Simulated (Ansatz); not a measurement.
`[SiH3][NH][AlH][Cl]` + H₂ → `[AlH2][Cl]` + `N[SiH3]` at 298.15 K and 1 bar (hydrogenolysis of the Al–N bond).

Program: Ansatz. Geometries: PBE0-D4/def2-TZVP. ΔE: electronic, gas phase. CCSD(T)/CBS adds triple-zeta CCSD(T) − MP2 to the extrapolated MP2 energy (def2 sets, frozen cores). This one scheme is used for every species. One conformer a species, not always the lowest.

```tsv
species	CCSD(T)/CBS energy (Eh)	H − E (kJ/mol)	S (J/(mol·K))
`[SiH3][NH][AlH][Cl]`	-1048.70845	151.8	352.3
H₂	-1.17544	35.1	130.4
`[AlH2][Cl]`	-703.04476	49.7	253.3
`N[SiH3]`	-346.80422	145.7	264.3
```

H − E and S are ideal-gas, rigid-rotor, harmonic terms from PBE0-D4/def2-TZVP, for one conformer and one mirror image of each species. The MP2-based limit puts H₂ 0.8 mEh under its directly extrapolated value; such offsets cancel only in part. 1 Eh = 2625.50 kJ/mol, R = 8.31446 J/(mol·K).

Problem. By hand: ΔE, ΔH, ΔS and ΔG.

Solution. ΔE = (-703.04476) + (-346.80422) − (-1048.70845) − (-1.17544) = 0.03491 Eh = 91.7 kJ/mol. Δ(H − E) = 49.7 + 145.7 − 151.8 − 35.1 = 8.5, so ΔH = 100.2 kJ/mol. ΔS = 253.3 + 264.3 − 352.3 − 130.4 = 34.9 J/(mol·K). ΔG = 100.2 − 298.15 × (34.9)/1000 = 89.8 kJ/mol.

Problem. By hand: the equilibrium constant, and the temperature at which ΔG would vanish if ΔH and ΔS stayed fixed.

Solution. log₁₀ K = −ΔG/(RT ln 10) = -15.7. ΔG = 0 at ΔH/ΔS = 2871 K, far beyond where these terms or the molecules hold.

ΔH outweighs TΔS. A doubt of 5 kJ/mol in ΔE shifts log₁₀ K by 0.9 here. Other conformers and mirror images would add mixing entropy, several J/(mol·K) or more a flexible species. Modes under 60 cm⁻¹, often nearly free rotors, make the harmonic entropy too high. These are equilibria of isolated gas molecules and say nothing of rates. Largest T1 diagnostic: 0.010 (customary marks: 0.02 for closed shells, 0.045 for open ones).
